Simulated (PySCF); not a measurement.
C3H6GeO, SMILES O=C1[CH2][GeH2][CH2]1.

The structure is a stationary point at B3LYP-D3(BJ)/def2-SVP. This is a generated structure with no PubChem entry under its InChIKey; it may be hypothetical.

These are PBE/def2-TZVP run with PySCF values and carry that method's errors.

Isolated molecule, no solvent.

Computed frontier levels, gap, dipole moment and polarisability:
```yaml
highest_occupied_level: -5.67 eV
lowest_empty_level: -1.79 eV
orbital_gap: 3.89 eV
dipole_moment: 2.88 D
quadrupole, principal values (traceless, Buckingham form, about the centre of nuclear charge): -11.64, 5.80, 5.84 D·Å
mean_static_polarisability: 69.4 bohr³ (10.28 Å³)
polarisability_principal_values: 57.3, 65.7, 85.1 bohr³
```
